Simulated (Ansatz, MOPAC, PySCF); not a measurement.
Complex: H2O (SMILES O) (first 3 atoms) with C4H6 (SMILES C=CC=C); geometry from B3LYP-D3(BJ)/def2-TZVP, rigid monomers moved along the line of their centres of mass till H2···C5 is 3.07 Å.
(charge 0, multiplicity 1):
```xyz
13

O      0.011    -0.487    -0.150
H     -0.725    -0.576     0.467
H      0.736    -0.180     0.407
C     -1.698    -0.586     3.525
C     -0.736     0.330     3.395
C      0.684     0.033     3.466
C      1.647     0.938     3.276
H     -1.462    -1.628     3.707
H     -2.745    -0.323     3.461
H     -1.004     1.367     3.212
H      0.952    -0.999     3.675
H      2.694     0.674     3.333
H      1.411     1.975     3.064
```

Monomers are frozen at their geometry in the pair; levels with a basis set take the counterpoise correction. Rows marked so take none.

Rows in 6-31G*, STO-3G carry no dispersion term and start afresh at each structure (6-31G* with six Cartesian d functions). MP2/6-31G* freezes PySCF's default core. The state that AM1, PM6, PM7 reach isn't checked; PM7 holds dispersion and hydrogen-bond terms.

Codes used: Ansatz (Gaussian orbitals); MOPAC for AM1, PM6, PM7 (differences of heats of formation); PySCF for 6-31G* rows, STO-3G rows, the dispersion terms. Values without a source in brackets are computed.

Other levels give for the interaction energy: PBE/def2-TZVPPD -2.02; B3LYP/def2-TZVPPD -1.41; B3LYP-D3(BJ)/def2-TZVPPD -2.82; wB97M-V/def2-TZVPPD -2.71 kcal/mol.

Common cheap choices:

| level | interaction energy (kcal/mol) |
|---|---|
| AM1 | -0.39 |
| PM6 | -1.46 |
| PM7 | -1.83 |
| HF/STO-3G (no counterpoise) | -0.71 |
| BP86/6-31G* (no counterpoise) | -2.21 |
| B3LYP/6-31G* | -1.72 |
| B3LYP/6-31G* (no counterpoise) | -2.82 |
| MP2/6-31G* (no counterpoise) | -3.39 |

Ansatz is a program for electronic structure.
